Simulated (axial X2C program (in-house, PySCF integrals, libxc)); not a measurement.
Testing model relations on CsP

A bond curve at the CCSD(T) level, with spin–orbit coupling, was computed with an axial X2C code built on PySCF integrals (basis Cs dyall-cv3z [15s15p9d4f1g], P dyall-v3z [8s7p2d1f] (cores contracted in-house)) for the state Ω = 1 (⟨Sz⟩ = 1.00, ⟨Lz⟩ = 0.00 at HF). Its fit gives Re = 3.3078 Å, ωe = 167.5 cm⁻¹, ωexe = 0.576 cm⁻¹ and αe = 2.859e-04 cm⁻¹; the masses are 132.9054 and 30.9738 u. Two-component means X2C with spin–orbit coupling and atomic mean-field Coulomb and Gaunt terms.

Correlated methods: 14 electrons correlated (number of frozen shells: Cs 4 s, 3 p, 2 d; P 2 s, 1 p), 266 virtual spin orbitals or spinors in MP2, 90 natural virtuals in coupled cluster.

(1) Find the reduced mass, Be and the force constant.

(2) Where do the fundamental and the first overtone lie?

(3) Estimate the centrifugal constant by the Kratzer relation.

(4) A Morse curve ties αe to the other constants (Pekeris). How well does that hold?

(5) Estimate De from a Morse curve and compare with the computed well depth of 1.090 eV to Cs + P.

Occupations by symmetry block were frozen at the best pattern of an incomplete PBE0 search. De is counted from the lowest determinant-based energies of the atoms at the same level, without counterpoise correction. Coupled cluster ran in a truncated set of natural virtual spinors; the MP2 energy of the rest was added. (T) has no such correction and the atoms are truncated less, which lowers De at CCSD(T) by a hundredth of an eV or more. Other states lie close and PBE0, whose exact exchange favours high spin, may order them wrongly; the determinant shown need not be the ground state. The nearest other 2c determinant of the search, Ω = 2, lies 0.31 eV up at the distance of the search. With several unpaired electrons one determinant need not be a pure state. Open-shell Ω = 0 determinants with evenly filled partner blocks cannot be reached by this program, so the Ω shown need not be the lowest component. This is the Ω = 1 component of a π² triplet; the 0⁺ component is not one determinant and can lie lowest.

## Answers

(1) From the CCSD(T) values: μ = 25.1196 u. Be = 16.8576/(μ Re²) = 0.06133 cm⁻¹. k = 5.8918×10⁻⁷ μ ωe² = 0.415 mdyn/Å.

(2) ν(1←0) = ωe − 2ωexe = 166.3 cm⁻¹; ν(2←0) = 2ωe − 6ωexe = 331.5 cm⁻¹.

(3) D = 4Be³/ωe² = 3.29e-08 cm⁻¹.

(4) αe(Morse) = 6Be²/ωe × (√(ωexe/Be) − 1) = 2.782e-04 cm⁻¹; the CCSD(T) curve gives 2.859e-04 cm⁻¹, a ratio of 0.97.

(5) De(Morse) = ωe²/(4ωexe) = 1.510 eV against 1.090 eV computed, a ratio of 1.39. The extrapolation overshoots: the well softens faster than a Morse curve, or the lowest atomic limit lies below the one to which the curve heads.
